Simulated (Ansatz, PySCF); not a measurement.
Gas-phase reaction (SMILES): CN(C)C [N,N-dimethylmethanamine] + 3 [H][H] (H2) → 3 C (CH4) + N (NH3); energy of full hydrogenation.

Each molecule is optimised on its own at B3LYP-D3(BJ)/def2-TZVP (Ansatz, a first-principles code). Valence correlation only, unless marked. Spin-orbit coupling is left out. No relativistic terms. Basis-set limits of correlation are two-point, X^-3; Hartree-Fock from the larger set. [CCSD(T)-MP2]/basis is that difference in the basis named. Thermal terms are rigid-rotor harmonic-oscillator values from B3LYP-D3(BJ) frequencies (PySCF) at 298.15 K and 1 atm. 1 Eh = 627.5095 kcal/mol.

```json
[
 {"species": "CN(C)C", "E, RI-MP2/CBS(cc-pVTZ,cc-pVQZ)+[CCSD(T)-MP2]/cc-pVTZ (Ansatz) (Eh)": "-174.25480", "E, wB97X-V/def2-TZVPD (Ansatz) (Eh)": "-174.48369", "H - E (Eh)": "0.12624", "G - E (Eh)": "0.09356"},
 {"species": "[H][H] (H2)", "E, RI-MP2/CBS(cc-pVTZ,cc-pVQZ)+[CCSD(T)-MP2]/cc-pVTZ (Ansatz) (Eh)": "-1.17529", "E, wB97X-V/def2-TZVPD (Ansatz) (Eh)": "-1.17238", "H - E (Eh)": "0.01336", "G - E (Eh)": "-0.00144"},
 {"species": "C (CH4)", "E, RI-MP2/CBS(cc-pVTZ,cc-pVQZ)+[CCSD(T)-MP2]/cc-pVTZ (Ansatz) (Eh)": "-40.46125", "E, wB97X-V/def2-TZVPD (Ansatz) (Eh)": "-40.51531", "H - E (Eh)": "0.04840", "G - E (Eh)": "0.02728"},
 {"species": "N (NH3)", "E, RI-MP2/CBS(cc-pVTZ,cc-pVQZ)+[CCSD(T)-MP2]/cc-pVTZ (Ansatz) (Eh)": "-56.50668", "E, wB97X-V/def2-TZVPD (Ansatz) (Eh)": "-56.56167", "H - E (Eh)": "0.03799", "G - E (Eh)": "0.01614"}
]
```

Problem. Work out ΔE and ΔH, ΔG, ΔS and the equilibrium constant at 298.15 K at the first level, then ΔH at the second.

Solution. 
1. ΔE = [3×(-40.46125) + (-56.50668)] - [(-174.25480) + 3×(-1.17529)] = -0.10976 Eh = -68.9 kcal/mol at RI-MP2/CBS(cc-pVTZ,cc-pVQZ)+[CCSD(T)-MP2]/cc-pVTZ.
2. The terms H - E add up to 0.01687 Eh, so ΔH = (-0.10976 + (0.01687))×627.5095 = -58.3 kcal/mol.
3. The terms G - E add up to 0.00874 Eh, so ΔG = -63.4 kcal/mol, and ΔS = (0.01687 - (0.00874))×627509.5/298.15 = 17.1 cal/(mol K).
4. log10 K = -ΔG/(RT ln 10) = 46.5, with RT ln 10 = 1.3642 kcal/mol.
5. At wB97X-V/def2-TZVPD the same steps give ΔE = -67.0 and ΔH = -56.4 kcal/mol, a shift of +1.9 from the first level.
6. Tabulated enthalpies of formation (CN(C)C -5.7 kcal/mol, ATcT 1.112; [H][H] (H2) 0.0 kcal/mol, zero by definition; C (CH4) -17.8 kcal/mol, ATcT 1.112; N (NH3) -10.9 kcal/mol, ATcT 1.112) give ΔH = -58.6, so the errors are +0.3 and +2.2 kcal/mol; the tables hold anharmonic motion, scalar relativity, which both levels lack, and core correlation, which the frozen-core level lacks.
